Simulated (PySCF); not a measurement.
Delta-SCF ions had no search for a lower state. Excitations are Tamm–Dancoff values on a coarser integration grid. The basis has no diffuse functions, so Rydberg states are missing or too high.

**C4H8BN, SMILES `B/C(C=C)=C\N` (charge 0, multiplicity 1)**

Method: PBE0-D4/def2-TZVP (PySCF).

The HOMO is -5.77 eV, the dipole moment comes out as 4.22 D and the HOMO–LUMO gap is 4.35 eV. The LUMO is -1.42 eV, the S1 excitation (TDA) comes out as 3.80 eV and the S1 oscillator strength is 0.096. The brightest of the four lowest singlets (TDA) is 5.73 eV and the T1 excitation (TDA) is 2.42 eV. The S1–T1 gap (TDA) is 1.38 eV, the vertical ionisation energy (Delta-SCF) is 7.62 eV and the total energy comes out as -6438.02 eV. The cost is around 7 core-minutes (rough).

```xyz
14

B      0.5538     0.4328     1.3766
C      0.0229     0.0061     0.0296
C     -1.3733     0.1555    -0.3913
C     -2.3797     0.6767     0.3081
C      0.8609    -0.5662    -0.9007
N      2.1691    -0.8166    -0.7794
H      1.7153     0.2812     1.6594
H     -0.1394     0.9322     2.2131
H     -1.5992    -0.2065    -1.3961
H     -3.3757     0.7331    -0.1133
H     -2.2429     1.0595     1.3127
H      0.4536    -0.8669    -1.8661
H      2.6492    -0.5798     0.0719
H      2.6854    -1.2412    -1.5246
```
Charge 0, spin multiplicity 1.
